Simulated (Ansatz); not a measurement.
Basis-set extrapolation for `N=C[Si](O)(F)[SiH3]` (PBE0-D4/def2-TZVP geometry, frozen core, the Gaussian-basis code of Ansatz). Multiplicity 1, RHF reference.

|  | def2-TZVPP | def2-QZVPP |
| --- | --- | --- |
| HF | -848.217886 | -848.248871 |
| MP2 correlation | -1.088187 | -1.175774 |
| CCSD(T) correlation | -1.175040 | not run |

Energies in hartree. Use E(X) = E(∞) + A·exp(−7.88·√X) for Hartree–Fock and E(X) = E(∞) + B·X^(−2.97) for correlation, with X = 3 and 4, and add CCSD(T) minus MP2 of the smaller set to the MP2 limit.

Task: What is the CCSD(T) energy at the basis-set limit?

Result: HF limit: -848.248871 + (-0.030985) × 0.13774 = -848.25314. MP2 limit: -1.175774 + (-0.087587) × 0.74074 = -1.24065. Higher-order term: -1.175040 − (-1.088187) = -0.08685. Total: -849.58064 hartree, 5.11 eV below CCSD(T)/def2-TZVPP.
